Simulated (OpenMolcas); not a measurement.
Computed levels of 4d⁸ in ions with 44 electrons, in cm-1 above ³F₄.

```yaml
Program: OpenMolcas
Method: SS-RASPT2, IPEA 0.25 Eh, imaginary shift 0.1 Eh
Basis: ANO-RCC-VTZP
Scalar_Hamiltonian: DKH2, point nucleus
Spin-orbit_coupling: RASSI with atomic mean-field integrals over the reference wave functions, term energies averaged over their components
```

Active space for each ion: 8 electrons in 9 orbitals (RAS2 4d 5s; RAS3 5p, at most 2 electrons); closed shells correlated by CASPT2: 4s 4p.

```json
{"Level": "³F₃", "Rh+": "2500", "Ag3+": "4180"}
{"Level": "³F₂", "Rh+": "3660", "Ag3+": "5790"}
{"Level": "³P₂", "Rh+": "7930", "Ag3+": "11900"}
{"Level": "³P₁", "Rh+": "10350", "Ag3+": "16100"}
{"Level": "³P₀", "Rh+": "10640", "Ag3+": "16330"}
{"Level": "¹D₂", "Rh+": "11290", "Ag3+": "17270"}
{"Level": "¹G₄", "Rh+": "15110", "Ag3+": "21250"}
{"Level": "¹S₀", "Rh+": "35000", "Ag3+": "48130"}
```

Q: Estimate ³F₂, ³P₂, ³P₁ for Pd2+ from its neighbours Rh+ and Ag3+.

A: ³F₂ is fine structure, which grows about as the fourth power of a screened charge, so the fourth roots are averaged: ((3660^0.25 + 5790^0.25) / 2)^4 = 4634. The calculation gives 4730, so the estimate is off by -2.0 %; the measured value is 4687 (Moore, Atomic Energy Levels, vol. III, NSRDS-NBS 35 (1971 reprint of NBS Circular 467, 1958)).
³P₂ is another term, which grows about linearly with the charge: (7930 + 11900) / 2 = 9915. The calculation gives 10140, so the estimate is off by -2.2 %.
³P₁ is another term, which grows about linearly with the charge: (10350 + 16100) / 2 = 13225. The calculation gives 13580, so the estimate is off by -2.6 %; the measured value is 13470 (Moore, Atomic Energy Levels, vol. III, NSRDS-NBS 35 (1971 reprint of NBS Circular 467, 1958)).

Mixed levels, with the weight of the term that names them: Rh+ ³P₂ (61 %), Rh+ ¹D₂ (58 %), Rh+ ¹S₀ (63 %), Pd2+ ³P₂ (54 %), Pd2+ ¹D₂ (51 %), Ag3+ ³P₂ (55 %), Ag3+ ¹D₂ (52 %).

Term energies are means over components that CASPT2 splits; among the terms shown or strongly mixed into the levels shown the widest spread is 740 cm-1 (4d⁸ ¹G, Pd2+). Some high roots are left out of the spin-orbit mixing, which shifts the levels that they would mix with. Terms from blocks run as CI alone lack orbitals of their own. Computed and measured levels are paired by configuration, term and J; levels that our copy of the source lacks, or whose pairing is in doubt (as where it misses far off the trend of its configuration), stay unpaired and out of the deviations. Levels of configurations outside the active space are missing.
